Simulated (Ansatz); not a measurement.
Reaction (redistribution): `FB(Cl)O[SiH3]` + `[CH3][Mg-]1[O]C(C(F)(F)F)=CC(C(F)(F)F)=[O+]1` → `F[B-]1(Cl)OC(C(F)(F)F)=CC(C(F)(F)F)=[O+]1` + `[CH3][Mg][O][SiH3]`

Isolated molecules relaxed with PBE0-D4/def2-TZVP in Ansatz; ΔE leaves out vibrations. CBS: MP2 limit from def2 TZ/QZ plus the TZ coupled-cluster correction, frozen cores. This one scheme is used for every species. Functionals use def2-TZVPP. B3LYP here is the variant with VWN-RPA as its local correlation; programs differ in this. For Mg outer-core shells are correlated without core-valence functions, which leaves a few kJ/mol of doubt a bond. One conformer a species, not always the lowest.

`FB(Cl)O[SiH3]`:

Cartesian coordinates in Å:
```
F -0.135 1.558 -1.453
B -0.899 0.535 -1.097
Cl -2.409 0.304 -1.958
O -0.541 -0.299 -0.119
Si 0.733 -0.477 0.931
H 0.194 -0.361 2.304
H 1.300 -1.826 0.708
H 1.757 0.565 0.684
```

`[CH3][Mg-]1[O]C(C(F)(F)F)=CC(C(F)(F)F)=[O+]1`:

Cartesian coordinates in Å:
```
C -1.455 -3.598 -0.615
Mg -0.695 -1.701 -0.290
O -0.108 -0.676 1.285
C 0.347 0.491 1.312
C 0.713 0.983 2.722
F 1.635 0.184 3.254
F 1.192 2.226 2.723
F -0.365 0.956 3.503
C 0.545 1.345 0.230
C 0.229 0.945 -1.066
C 0.466 1.928 -2.225
F -0.682 2.169 -2.855
F 1.319 1.398 -3.099
F 0.965 3.093 -1.815
O -0.243 -0.158 -1.427
H -1.986 -3.981 0.263
H -0.664 -4.318 -0.847
H -2.159 -3.618 -1.453
H 0.947 2.331 0.398
```

`F[B-]1(Cl)OC(C(F)(F)F)=CC(C(F)(F)F)=[O+]1`:

Cartesian coordinates in Å:
```
F -0.873 3.016 0.416
B -0.996 1.699 0.618
Cl -2.361 1.179 1.696
O 0.300 1.171 1.214
C 0.756 0.035 0.894
C 1.948 -0.413 1.742
F 2.379 -1.611 1.357
F 2.943 0.456 1.616
F 1.593 -0.481 3.017
C 0.279 -0.734 -0.152
C -0.654 -0.116 -0.965
C -1.107 -0.741 -2.286
F -0.774 0.052 -3.296
F -0.534 -1.927 -2.470
F -2.422 -0.902 -2.281
O -1.174 1.013 -0.729
H 0.697 -1.696 -0.391
```

`[CH3][Mg][O][SiH3]`:

Cartesian coordinates in Å:
```
C -2.159 1.418 1.155
Mg -0.581 0.381 0.310
O 0.793 -0.520 -0.425
Si 2.021 -1.327 -1.081
H -2.717 1.981 0.402
H -1.812 2.133 1.907
H -2.865 0.743 1.648
H 2.919 -0.423 -1.860
H 2.858 -1.995 -0.040
H 1.543 -2.390 -2.015
```

```csv
level,ΔE (kJ/mol)
LDA (SPW92),80.8
B97M-V,101.4
PBE-QIDH,100.9
PBE,103.4
B3LYP,118.8
r2SCAN0,107.0
BHLYP,121.3
CCSD/CBS(def2),109.0
```

(1) What does CCSD(T)/CBS give? (Best estimate.)

Largest T1 diagnostic among the species: 0.015.

Answers

(1) The calculation gave: +103.7 kJ/mol. The listed levels differ from it by -22.9, -2.3, -2.8, -0.3, 15.1, 3.3, 17.6, 5.3 kJ/mol.

The D4 term adds −6.3 kJ/mol with B3LYP and −3.7 kJ/mol with PBE0; it sums over pairs of atoms, weighted by their polarisabilities, and B3LYP, whose exchange is more repulsive, gets the larger term. Leaving LDA and LC-ωPBE aside and taking each functional with its dispersion term where it has one, the values, not all of them listed here, spread over 19.2 kJ/mol, from revPBE-D4 to BHLYP-D4. LDA lies −22.6 kJ/mol from PBE without D4. In def2-TZVPP, CCSD(T) changes the Hartree–Fock value by −34.9 kJ/mol (the triples alone add −5.3 kJ/mol) and MP2 by −38.4 kJ/mol.
